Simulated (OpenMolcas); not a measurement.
Cr2+ (d4) in a complex was computed by SS-CASPT2, IPEA 0.25 Eh, imaginary shift 0.1 Eh with the d shell active (OpenMolcas, ANO-RCC-VTZP on the metal). Its lowest spin-free states, and all those of the highest spin:

```
2S+1  Degeneracy  E (cm-1)
   5           2         0
   5           2      8140
   5           1      9940
   3           1     11500
   3           2     12320
   3           2     16990
   3           2     17090
   3           1     17340
   3           1     17520
   3           2     18250
   3           1     18930
   3           1     19830
```

Is the site octahedral, tetrahedral or cube-like, axial, or of lower symmetry?

The states with 2S+1 = 5 have orbital degeneracies 2, 2, 1. There are pairs but no triples, so the site is axial: not cubic, but with a proper or improper axis of order three or more. The run had Cr2+ with 6 ligands (fluoride) in trigonal antiprismatic coordination (D3d) at 2.11 Å, a polar angle of 62.1° against the regular 54.74°. A charge of +0.667 e stands 2.4 Å behind each ligand. Ligand basis ANO-RCC-VDZP.

Roots that are degenerate in the reference are averaged as groups; the widest CASPT2 spread within a group is 140 cm-1 (the 2-fold group of multiplicity 1 near 54900 cm-1 above the lowest state of its run). Shifts and gaps below about the spread of the groups concerned are not significant. Over all roots computed the reference weight is 0.70 to 0.71; a low but even weight reflects the number of correlated electrons. An orbital doublet at a regular site is open to a Jahn-Teller distortion, which this geometry leaves out. Ligand-to-metal charge-transfer states are missing. With no ligand orbital active B as a rule stays too high, so bands that hang on it stand too high and its fall with covalency is understated. With one d shell and no ligand orbital active, 10Dq can be off by tens of per cent for divalent 3d ions, low with halides held by bare charges and at times high in hosts. Free-ion shares, where given, are those of the reference states; single-state CASPT2 does not remix them. No measured value stands beside these numbers; the geometry was imposed, not optimised, and the real ion may take another.
